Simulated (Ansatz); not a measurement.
```yaml
atoms:
  - { symbol: Ti, position_ang: [0.0000, 0.0000, 0.0000] }
  - { symbol: P, position_ang: [0.0000, 0.0000, 3.1933] }
```

Basis set: pcseg-2 (spherical functions). Charge 0, multiplicity 4.

Computed with Ansatz (development build ahead of 0.2.0); each method stands on the lowest determinant of its kind that the runs found. Restricted functionals stand beside restricted open-shell atoms, which can lie above the unrestricted atoms usual in DFT and then raise those values.

Problem. Give the atomization energy at this shape (free ground-state atoms in the same class of orbitals less the molecule, no zero-point energy) of quartet TiP by PBE (unrestricted), PBE (restricted open-shell).

Solution.

```
                     method  atomization energy
         PBE (unrestricted)        126.5 kJ/mol
PBE (restricted open-shell)         97.5 kJ/mol
```

Caution: another spin multiplicity may lie lower. Caution for PBE (unrestricted): a free atom is spin contaminated; the unrestricted determinant is a mixture of spin states.

The shape needn't be a minimum at these levels.
